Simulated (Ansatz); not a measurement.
CH₃BrZn⁺, that is ZnMeBr with one electron fewer, relaxed as a doublet with UKS PBE0-D4/def2-TZVP in Ansatz, starting from the PBE0-D4/def2-TZVP geometry of the neutral singlet. Force threshold 0.02 eV/Å.

Start:

```xyz
6

Zn   -0.0024    0.1518    1.0898
C     0.0021   -0.1144   -0.8207
H     0.8998   -0.6554   -1.1249
H    -0.0178    0.8474   -1.3362
H    -0.8732   -0.6915   -1.1238
Br   -0.0086    0.4622    3.3158
```

```
step   energy (eV)  largest force component (eV/Å)  SCF passes
   1  -119527.7291                           2.165         355
   2  -119527.9029                           1.420          43
   3  -119527.9999                           0.887          41
   4  -119528.0329                           0.538          40
   5  -119528.0478                           0.215          32
   6  -119528.0503                           0.217          33
   7  -119528.0528                           0.071          38
   8  -119528.0536                           0.034          37
   9  -119528.0540                           0.004          37
```

Force components are those of the run's own axes.

End:

```xyz
6

Zn    0.122    0.143    1.136
C    -0.008   -0.139   -1.006
H     0.937   -0.676   -1.102
H    -0.041    0.912   -1.293
H    -0.934   -0.711   -1.042
Br   -0.076    0.471    3.307
```

By distances, no bond broke or formed. The bond that changes most is Zn1–C2, from 1.93 to 2.16 Å (atoms count from 1).

No frequencies were taken in this run, so the end may be a saddle point.

Hardware: 4 threads of AMD EPYC 7R43 on a shared host. Wall time 1.9 min, peak host memory 0.68 GiB.
